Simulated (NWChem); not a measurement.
# Atomisation of H₃Si₂

```xyz
5

Si    -0.5405    -1.1099     0.0304
Si     0.3816     0.9758    -0.0330
H      0.8495    -1.7055    -0.2156
H      1.8043     1.3465     0.2636
H     -0.4286     2.2353    -0.0119
```
Charge 0, spin multiplicity 2.

Program: NWChem. The geometry was optimised at UPBE0/def2-SVP, a minimum by its harmonic frequencies.

Basis set: def2-TZVP. The atomisation energy is electronic alone: no zero-point, thermal, spin-orbit or counterpoise terms. No value is extrapolated to the basis-set limit. Free atoms are single determinants with multiplicities Si 3, H 2. Correlated methods freeze the same cores in atoms and molecule, 10 orbitals in all.

Costs are rough ratios of processor time within this set of runs, SCF included, with PBE0 as 1. Costs are the molecule's.

B3LYP has NWChem's definition, with VWN1-RPA local correlation. The structure started from a generated list of species. The stability of the SCF solutions was not checked. Open-shell Hartree-Fock references start from PBE0 orbitals; any time given for them includes that run. Coupled-cluster values serve here as a point of comparison, not as the truth.

```csv
method,atomisation energy (kcal/mol),relative cost,remark
BLYP,___,under 3,-
PBE,285.7,under 3,-
M06-2X,287.5,under 3,-
BP86,___,under 3,-
CCSD(T),272.8,10,-
B3LYP,285.7,under 3,-
PBE0,283.3,1,-
MP2,262.4,under 3,spin-contaminated
HF,209.9,under 3,spin-contaminated
```

Task: What belongs in the gaps?

Result: 
- BLYP, atomisation energy (kcal/mol): 282.8
- BP86, atomisation energy (kcal/mol): 294.2
